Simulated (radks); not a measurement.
Neutral osmium, 76 electrons, occupied as [Xe] 4f14 5d6 6s1.5 5f0.5 (fractional occupations, a model configuration). All-electron calculation, scalar-relativistic Kohn-Sham, LDA (Slater exchange, VWN5 correlation), spin-unpolarised, spherical densities, finite nucleus; Fermi nuclear charge, rms radius 5.4126 fm. Program: a radial shooting solver on a logarithmic mesh with Libxc functionals.

Radial electron density D(r) = 4 pi r^2 rho(r):

r (bohr)   D(r) (e/bohr)
0.0007958          6.102
0.0009565          8.093
0.001159           10.81
0.001393           14.17
0.001675           18.43
0.002013           23.78
0.002419           30.34
0.002932           38.61
0.003524           47.90
0.004236           58.34
0.005091           69.53
0.00612            80.76
0.007415           91.42
0.008913           99.34
0.01071            103.8
0.01288            104.2
0.0156             100.7
0.01876            95.69
0.02255            92.69
0.0271             95.50
0.03257            106.0
0.03947            122.8
0.04744            136.9
0.05703            140.6
0.06855            131.1
0.0824             115.9
0.09984            108.9
0.12               117.3
0.1442             128.8
0.1734             123.6
0.2084             98.18
0.2525             72.75
0.3035             69.61
0.3649             79.26
0.4386             78.90
0.5272             61.73
0.6388             39.53
0.7678             26.00
0.9229             19.73
1.109              15.54
1.333              11.12
1.616              7.014
1.942              4.315
2.334              2.656
2.806              1.578
3.373             0.8358
4.087             0.3510
4.912             0.1178
5.905            0.02896
7.098           0.004993
8.6            0.0007523
10.34          0.0007875
12.43           0.002133
14.94           0.005627
17.95            0.01296
21.75            0.02413
26.15            0.02994
31.43            0.02164
37.78           0.007804
45.41           0.001299

D(r) has 5 maxima, at r = 0.0119, 0.0548, 0.153, 0.398, 25.9 bohr, and minima at 0.0229, 0.0983, 0.282 bohr, inside which lie 1.89, 11.04, 29.90 electrons.
